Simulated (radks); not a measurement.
Problem. Radial electron density D(r) = 4 pi r^2 rho(r) of an atom or ion with 44 electrons. Method: scalar-relativistic Kohn-Sham, r2SCAN, spin-polarised, spherical densities, finite nucleus; meta-GGA in the generalised Kohn-Sham scheme; Fermi nuclear charge, rms radius of each element as measured or else 0.836 A^(1/3) + 0.57 fm; computed with a radial shooting solver on a logarithmic mesh with Libxc functionals.

```
   r/bohr * D(r) (the largest magnitude, 99.1, reaches the edge; | marks zero)
 0.002865 |       *
 0.003731 |           *
 0.004858 |                *
 0.006377 |                       *
 0.008303 |                              *
  0.01081 |                                    *
  0.01419 |                                        *
  0.01848 |                                         *
  0.02406 |                                       *
  0.03158 |                                    *
  0.04113 |                                      *
  0.05355 |                                              *
  0.06973 |                                                      *
  0.09153 |                                                    *
   0.1192 |                                          *
   0.1552 |                                        *
   0.2037 |                                              *
   0.2652 |                                        *
   0.3454 |                      *
   0.4533 |               *
   0.5903 |                  *
   0.7686 |            *
    1.001 |    *
    1.314 |*
    1.711 *
    2.228 *
```

What is the nuclear charge?

Solution. Z = 58. The innermost maximum, from 1s, lies near gamma/Z bohr with gamma = sqrt(1 - (Z/c)^2) = 0.906, here 0.0156 bohr (found: 0.0172), and its height grows with Z. The density is that of the cerium ion Ce14+ in [Kr] 4d8; the configuration itself is not fixed sharply by these data, and Z only to a few units. D(r) has 4 maxima, at r = 0.0172, 0.0761, 0.214, 0.590 bohr, and minima at 0.0331, 0.141, 0.443 bohr, inside which lie 1.97, 11.15, 29.02 electrons.
